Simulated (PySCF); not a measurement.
**How the method changes the constants of InS⁺**

State: ³Σ⁻ (triplet), unpaired electrons π ↑↑. Set-up: In def2-SVPD with ECP28, S def2-SVPD; scalar-relativistic core potentials (PySCF 2.14). De refers to In⁺ + S in their high-spin ground configurations, without counterpoise correction. The functionals are run spin-unrestricted. A positive dipole points towards S; it is taken about the centre of mass and depends on that origin.

```
      Level  Re (Å)  ωe (cm⁻¹)  De (eV)  μ (D)
        UHF   3.376       90.4    0.317  -0.96
    UHF-MP2   3.226        112    0.445    n/a
UHF-SCS-MP2   3.257        108    0.417    n/a
   UHF-CCSD   3.242        109    0.429    n/a
UHF-CCSD(T)   3.222        113    0.452    n/a
        PBE   3.146        128     0.59   0.27
     revPBE   3.206        117    0.497   0.07
       BLYP   3.214        116     0.50   0.10
     r²SCAN   3.121        132     0.57   0.32
       PBE0   3.144        127     0.53   0.06
      B97-3   3.236        112    0.442  -0.29
```

(1) Which functional lies closest to UHF-CCSD(T) in De, which farthest, and by how much do they differ from it?

(2) What does a quarter of exact exchange do here, going from PBE to PBE0?

(3) What does the step from GGA to meta-GGA do here, going from PBE to r²SCAN?

Correlated steps freeze 9 core orbitals. Correlated levels converge slowly with the basis: in double zeta they bind strong bonds too weakly, by up to about 1 eV, and carry superposition errors of some tenths. Spin–orbit coupling is left out, which matters for elements this heavy, above all for dissociation energies. For an ion De counts to the pair picked by the measured ionisation energies or electron affinities, which need not be the lowest pair at this level. The state is the lowest determinant that a PBE0 search found; another state may lie lower at other levels.

The whole job (state search and all levels along the bond) took about 2.7 min on 1 thread of Oxide Virtual Turin-like (shared host), peak memory 0.83 GiB.

Answers

(1) Closest is B97-3 (+1.4 pm in Re, -0.9 % in ωe, -0.01 eV in De against UHF-CCSD(T) in the same basis), farthest PBE (-7.6 pm in Re, +13.3 % in ωe, +0.14 eV in De). CCSD(T) converges more slowly with the basis than the functionals do and binds too weakly in this one, so the order can change at the basis-set limit.

(2) PBE0 less PBE: -0.2 pm in Re, -0.8 % in ωe, -0.06 eV in De. Exact exchange removes part of the self-interaction that spreads semilocal densities, and in most molecules shortens and stiffens the bond and lowers De; so it does here.

(3) r²SCAN less PBE: -2.5 pm in Re, +3.1 % in ωe, -0.02 eV in De.
